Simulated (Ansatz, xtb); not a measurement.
A geometry optimisation of AlH6SiSn with r2SCAN-D4/def2-SVP

The starting geometry of this gas-phase doublet was built from a drawn formula by distance geometry and a force field; its bonds are those of `[SiH3][Al][SnH3]`.

```xyz
9

Al    0.2754    0.7654    0.2901
Si   -1.6426   -0.4040   -0.4379
Sn    1.9998   -0.4893    1.8534
H    -2.4433    0.4922   -1.2552
H    -2.3967   -0.8390    0.7007
H    -1.1970   -1.5357   -1.2130
H     3.5866   -0.5549    1.0794
H     1.4959   -2.1225    2.1449
H     2.1525    0.3150    3.3805
```

Where would you expect an optimisation with r2SCAN-D4/def2-SVP to take it?

It keeps its bonds, and is `[SiH3][Al][SnH3]`.

The energy falls by 0.21 eV over 5 steps:

```json
{"step": "1", "E − E(last) (eV)": "0.212"}
{"step": "2", "E − E(last) (eV)": "0.032"}
{"step": "3", "E − E(last) (eV)": "0.001"}
{"step": "4", "E − E(last) (eV)": "0.000"}
{"step": "5", "E − E(last) (eV)": "0.000"}
```

Final geometry (Å):

```xyz
9

Al    0.3342    0.8321    0.3073
Si   -1.6878   -0.3571   -0.4883
Sn    2.0552   -0.5011    1.8764
H    -2.5950    0.4699   -1.3448
H    -2.4882   -0.8477    0.6835
H    -1.2782   -1.5603   -1.2880
H     3.6270   -0.5604    1.1785
H     1.6149   -2.1304    2.2224
H     2.2486    0.2821    3.3960
```

From the same start GFN2-xTB ends elsewhere, differing in Al1–H8 (1.85 against 3.75 Å here), Al1–H9 (1.59 against 3.68 Å here), Sn3–H9 (3.67 against 1.72 Å here).

The end wasn't checked by frequencies. Open shells are spin-unrestricted. Atoms past krypton carry core potentials, without spin–orbit terms. Run with Ansatz 0.2.0, 36 s on 2 threads of Arm Neoverse V2, on a shared host.
